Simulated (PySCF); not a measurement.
Computed with PBE-D3(BJ)/def2-TZVP // PBE0-D3(BJ)/def2-TZVP (PySCF). Gas-phase values, no solvent. One relaxed conformer stands for a flexible species; it need not be the lowest. Excitations are Tamm–Dancoff values on a coarser integration grid. The basis has no diffuse functions, so Rydberg states are missing or too high.

Reference species (SMILES): `CB(C)O` (C–B–O–H torsion 178°) (neutral, multiplicity 1).

```json
{
  "S1 excitation (TDA)": "6.82 eV",
  "HOMO–LUMO gap": "6.64 eV",
  "T1 excitation (TDA)": "6.29 eV",
  "brightest of the four lowest singlets (TDA)": "6.98 eV"
}
```

Changed species: `CB(C)C` (0 of 3 CH3 replaced by OH; the reference has 1 of 3 CH3 replaced by OH).

Task: What does the change do to the S1 excitation (TDA), HOMO–LUMO gap, T1 excitation (TDA) and brightest of the four lowest singlets (TDA)?

Result: the S1 excitation (TDA) drops by 0.70 eV, to 6.12 eV; the HOMO–LUMO gap decreases by 0.69 eV, to 5.95 eV; the T1 excitation (TDA) falls by 0.72 eV, to 5.57 eV; the brightest of the four lowest singlets (TDA) goes up by 0.32 eV, to 7.30 eV.
